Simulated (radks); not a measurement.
Problem. Species: the aluminium ion Al4+. Configuration: [He] 2s2 2p5. Method: scalar-relativistic Kohn-Sham, PBE, spin-polarised, spherical densities, finite nucleus; open shells are filled with parallel spins first; Fermi nuclear charge, rms radius 3.061 fm; computed with a radial shooting solver on a logarithmic mesh with Libxc functionals. Some entries of the table are withheld. Estimate them.

| orbital | occ. | eigenvalue (eV) | <1/r> (bohr^-1) | <r> (bohr) |
|---|---|---|---|---|
| 1s up | 1 | -1591.259 | (1) | 0.1202 |
| 1s down | 1 | -1589.809 | (2) | 0.1201 |
| 2s up | 1 | -177.6781 | (3) | 0.6021 |
| 2s down | 1 | -174.7442 | (4) | 0.6053 |
| 2p up | 3 | -140.1701 | 2.324 | 0.5637 |
| 2p down | 2 | -136.9613 | 2.309 | 0.5687 |
| 3s up | 0 | -48.5033 | 0.7817 | 1.789 |
| 3s down | 0 | -47.9608 | 0.7759 | 1.802 |

Solution. 
(1) 1s up <1/r> (bohr^-1): 12.63
(2) 1s down <1/r> (bohr^-1): 12.64
(3) 2s up <1/r> (bohr^-1): 2.430
(4) 2s down <1/r> (bohr^-1): 2.415
